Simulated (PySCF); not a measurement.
A survey of ¹⁹F NMR shifts

Non-relativistic, no solvent model, averaged over atoms made equivalent by symmetry, fast rotation or ring inversion, one conformer. Structure optimised with GFN2-xTB; PBE0/pcSseg-1 with gauge-including orbitals; PySCF.

Shieldings were converted by a linear fit to measured shifts: ¹⁹F (scatter 6.0 ppm rms, 7.0 ppm with the 5 outliers that the fit left out vs CFCl3, solution or neat liquid, with a term for F on sp3 carbon). Occasional misses reach two or three times the rms, and more in compound classes unlike the fitted ones.

**Question.** Give the ¹⁹F shifts of `CC[P@](=O)(O)C(F)=C(F)F`, `FC[C@@H]1CN[Si@H](CF)N1`, `O=[P@@](O)(C1CC1)C(F)(F)F`.

**Answer.** 
```csv
compound,environment,δ (ppm)
[CH3:1][CH2:2][P@:3](=[O:4])([OH:5])[C:6]([F:7])=[C:8]([F:9])[F:10],F9: vinylic fluorine,-87.9
[CH3:1][CH2:2][P@:3](=[O:4])([OH:5])[C:6]([F:7])=[C:8]([F:9])[F:10],F10: vinylic fluorine,-114.6
[CH3:1][CH2:2][P@:3](=[O:4])([OH:5])[C:6]([F:7])=[C:8]([F:9])[F:10],F7: vinylic fluorine,-193.3
[F:1][CH2:2][C@@H:3]1[CH2:4][NH:5][Si@H:6]([CH2:7][F:8])[NH:9]1,F1: fluorine on an sp3 carbon,-226.1
[F:1][CH2:2][C@@H:3]1[CH2:4][NH:5][Si@H:6]([CH2:7][F:8])[NH:9]1,F8: fluorine on an sp3 carbon,-277.6
O=[P@@](O)(C1CC1)C(F)(F)F,fluorine of a CF3 group (×3),-77.2
```

**Question.** Order these by ¹⁹F shift, lowest first.
A. C[C@@]1(C2CCC2)N[C@@H]1CF
B. CCCC1=C(F)N(C)CC1
C. CC(=O)[P@](C)(=O)C(F)(F)F
D. CC(C)[C@@H]1N=C[C@H](C)[C@H]1F
E. CCc1ccpc(F)p1

**Answer.** A (-222.4 ppm, fluorine on an sp3 carbon), D (-177.7 ppm, fluorine on an sp3 carbon), B (-138.2 ppm, vinylic fluorine), C (-76.0 ppm, fluorine of a CF3 group), E (-46.6 ppm, aryl fluorine).
